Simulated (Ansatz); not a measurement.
`N#[C][Al]([Cl])[Cl]` + `[OH][GaH2]` → `N#C[O][GaH2]` + `[Cl][AlH][Cl]` at 500 K and 1 bar (substitution at a C–Al bond).

Program: Ansatz. Geometries: PBE0-D4/def2-TZVP. ΔE: electronic, gas phase. CBS: MP2 limit from def2 TZ/QZ plus the TZ coupled-cluster correction, frozen cores. This one scheme is used for every species. For Ga outer-core shells are correlated without core-valence functions, which leaves a few kJ/mol of doubt a bond. Scalar relativity is left out up to krypton.

```
              species  CCSD(T)/CBS energy (Eh)  H − E (kJ/mol)  S (J/(mol·K))
`N#[C][Al]([Cl])[Cl]`              -1254.46678            67.2          386.5
         `[OH][GaH2]`              -2000.92981            96.0          296.8
       `N#C[O][GaH2]`              -2093.04540           102.4          354.4
      `[Cl][AlH][Cl]`              -1162.30651            52.9          322.5
```

H − E and S are ideal-gas, rigid-rotor, harmonic terms from PBE0-D4/def2-TZVP. 1 Eh = 2625.50 kJ/mol, R = 8.31446 J/(mol·K).

Question: By hand: ΔE, ΔH, ΔS and ΔG.

Answer: ΔE = (-2093.04540) + (-1162.30651) − (-1254.46678) − (-2000.92981) = 0.04468 Eh = 117.3 kJ/mol. Δ(H − E) = 102.4 + 52.9 − 67.2 − 96.0 = -7.9, so ΔH = 109.4 kJ/mol. ΔS = 354.4 + 322.5 − 386.5 − 296.8 = -6.4 J/(mol·K). ΔG = 109.4 − 500 × (-6.4)/1000 = 112.6 kJ/mol.

Question: By hand: the equilibrium constant, and the temperature at which ΔG would vanish if ΔH and ΔS stayed fixed.

Answer: log₁₀ K = −ΔG/(RT ln 10) = -11.8. ΔH and −TΔS have one sign here, so there is no such temperature.

The number of gas molecules stays the same, so ΔS is small and ΔH decides. A doubt of 5 kJ/mol in ΔE shifts log₁₀ K by 0.5 here. These are equilibria of isolated gas molecules and say nothing of rates. Largest T1 diagnostic: 0.015 (customary marks: 0.02 for closed shells, 0.045 for open ones).
